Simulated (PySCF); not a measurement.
Ga(PH2)3 (GaH₆P₃), SMILES [PH2][Ga]([PH2])[PH2].

Geometry: PBE-D3(BJ)/def2-SVP. The structure was generated by enumeration; whether it is a known compound was not checked. Other conformers were not sampled.

Calculation: PBE-D3(BJ)/def2-SVP in PySCF.

Frequencies are harmonic and unscaled.

Computed vibrational spectrum:
```csv
mode,ν (cm⁻¹),IR (km/mol),moving atoms (share of kinetic energy)
1,79,5.4,"P 76 %, Ga 16 %, H 8 %"
2,80,4.7,"P 76 %, Ga 16 %"
3,94,5.4,"Ga 54 %, P 36 %, H 10 %"
4,109,0.1,H 96 %
5,117,4.0,H 98 %
6,128,3.7,H 97 %
7,272,0.0,P 96 %
8,353,27.2,"P 56 %, Ga 40 %"
9,354,29.0,"P 57 %, Ga 40 %"
10,496,0.1,H 93 %
11,502,0.0,H 94 %
12,559,0.3,H 98 %
13,569,6.3,"H 87 %, P 9 %"
14,635,4.5,H 95 %
15,640,4.6,H 95 %
16,1042,19.7,H 97 %
17,1044,34.0,H 97 %
18,1053,8.3,H 97 %
19,2313,15.3,H 97 %
20,2314,9.3,H 97 %
21,2316,55.7,H 97 %
22,2334,12.0,H 97 %
23,2336,38.8,H 97 %
24,2337,55.5,H 97 %
```
